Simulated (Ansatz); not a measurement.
Harmonic frequencies (cm⁻¹) at PBE0-D4/def2-TZVP from Ansatz: 29, 93, 148, 361, 437, 487, 521, 644, 676, 1422, 1795, 2333.

Each molecule was computed in one conformer, which needn't be the lowest.

Which molecule is it?
A. `[SiH3]O[B]Cl`•
B. `[OH][Al][Br]`•
C. `[CH2]S(=O)(=O)O`•
D. `O=C=[N][SnH][Cl]`•

D.
